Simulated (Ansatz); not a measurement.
Molecule: B2F3, charge 0, multiplicity 2. It need not be the lowest isomer of its formula. 
Geometry from a B3LYP-D3(BJ)/def2-TZVP (Ansatz, a first-principles code) optimisation:
```
B
F 1 1.3291
F 1 1.3291 2 117.62
B 1 1.6631 2 120.74 3 -169.25
F 4 1.2931 1 141.53 2 -95.54
```
Charge 0, spin multiplicity 2.

Computed values are from Ansatz. Correlated levels leave the core frozen unless marked. UHF or UKS for open shells. Spin-orbit coupling is left out. No relativistic terms. Basis-set limits of correlation are two-point, X^-3; Hartree-Fock from the larger set. [CCSD(T)-MP2]/basis is that difference in the basis named.

**Question.** What is the dipole moment at CCSD(T)/aug-cc-pVDZ?

**Answer.** 1.10 D.

**Question.** What is the atomisation energy De at RI-MP2/CBS(cc-pVTZ,cc-pVQZ)+[CCSD(T)-MP2]/cc-pVTZ?

**Answer.** 525.0 kcal/mol.

**Question.** What is the T1 diagnostic at CCSD/cc-pVTZ?

**Answer.** 0.016.

**Question.** What is the total energy at RI-MP2/CBS(cc-pVTZ,cc-pVQZ)+[CCSD(T)-MP2]/cc-pVTZ?

**Answer.** -349.0425 Eh.
